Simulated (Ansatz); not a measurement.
C3H6OSi (`C=C1OC[SiH2]1`) at its PBE0-D4/def2-TZVP geometry, where that method's forces vanish. The species carries charge 0 and has multiplicity 1.

```xyz
11

C    -1.8730    0.7880    0.3786
C    -0.6666    0.3285    0.0789
O     0.0887    0.7821   -0.9891
C     1.3063   -0.0038   -0.9139
Si    0.6390   -0.9003    0.6222
H    -2.3500    1.5642   -0.2098
H    -2.4045    0.3852    1.2297
H     1.4320   -0.5877   -1.8282
H     2.1688    0.6535   -0.7846
H     0.3308   -2.3490    0.4993
H     1.3284   -0.6607    1.9168
```

**Question.** What forces (eV/Å) does B3LYP-D4/def2-TZVPP give on these atoms in the Gaussian-basis code of Ansatz? (An estimate is asked.)

**Answer.** The calculation gave: 
```
C1  -0.128  0.046  0.034
C2  -0.196 -0.080  0.233
O3  -0.086  0.262 -0.251
C4   0.404 -0.134 -0.126
Si5  0.026 -0.156  0.169
H6   0.018 -0.050  0.048
H7   0.017  0.038 -0.058
H8   0.009  0.047  0.048
H9  -0.045 -0.043 -0.027
H10  0.022  0.090  0.012
H11 -0.042 -0.021 -0.080
```

B3LYP here is the variant with VWN-RPA as its local correlation; programs differ in this.
